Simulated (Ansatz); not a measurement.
The cluster CdF₂⁺. Total charge 1; doublet. Geometry PBE-D4/def2-TZVP; atoms count from 1.

```xyz
3

Cd    0.000    0.001    0.000
F     1.885    0.433    0.468
F    -1.885   -0.434   -0.467
```

In the def2 sets Cd takes a core potential; there is no spin–orbit coupling. The structure comes from a short search, and lower isomers may exist.

Problem. Estimate the Mulliken populations from the PBE0/def2-TZVP orbitals of Ansatz.

Solution. 
```tsv
atom	charge (e)	spin (α − β)	d electrons
Cd1	1.36	-0.02	9.99
F2	-0.18	0.51	–
F3	-0.18	0.51	–
```
Mulliken values and Mayer orders depend strongly on the basis.

Problem. Where does the spin sit?

Solution. Summed by element: Cd -0.02, F 1.02, of 1 unpaired in all. Largest on single atoms: F2 0.51, F3 0.51, Cd1 -0.02.

Problem. And the Mayer bond orders between bonded heavy atoms (over 0.3)?

Solution. Cd1–F2 0.58 (1.99 Å); Cd1–F3 0.58 (1.99 Å). Values over 0.3 also appear between atoms too far apart for a bond (F2–F3 0.45 at 3.98 Å); they arise where an orbital or an unpaired electron spreads over both atoms.
